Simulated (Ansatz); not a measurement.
One change: `O[SiH](F)F` becomes `F[SiH](F)[SeH]`.

Ansatz, PBE0-D4/def2-TZVP geometries, multiplicity 1. Each molecule was computed in one conformer, which needn't be the lowest.

Scalar relativity is left out up to krypton.

```
                                          property  `O[SiH](F)F`
             HOMO–LUMO gap (B3LYP/def2-TZVPP) / eV         10.22
size of the dipole moment (ωB97M-V/def2-TZVPP) / D          1.20
               HOMO–LUMO gap (PBE/def2-TZVPP) / eV          8.17
             HOMO energy (ωB97M-V/def2-TZVPP) / eV        -12.87
                 HOMO energy (PBE/def2-TZVPP) / eV         -8.51
                HOMO energy (PBE0/def2-TZVPP) / eV        -10.36
```

Task: Give the same properties after the change, and the shifts. (Estimate.)

Result: Computed: 
```tsv
property	`F[SiH](F)[SeH]`	shift
HOMO–LUMO gap (B3LYP/def2-TZVPP) / eV	6.84	-3.38
size of the dipole moment (ωB97M-V/def2-TZVPP) / D	0.86	-0.34
HOMO–LUMO gap (PBE/def2-TZVPP) / eV	5.27	-2.90
HOMO energy (ωB97M-V/def2-TZVPP) / eV	-9.93	2.94
HOMO energy (PBE/def2-TZVPP) / eV	-6.56	1.95
HOMO energy (PBE0/def2-TZVPP) / eV	-7.76	2.60
```

With PBE0 the HOMO rises by 2.60 eV and the LUMO falls by 0.95 eV, so the gap narrows by about 3.55 eV. PBE moves the HOMO by 1.95 eV and ωB97M-V by 2.94 eV. Dipoles are sizes alone; their direction can turn.

B3LYP here is the variant with VWN-RPA as its local correlation; programs differ in this.

Spin–orbit coupling is left out; it splits and shifts lone-pair levels of the heavy atoms by tenths of an eV.
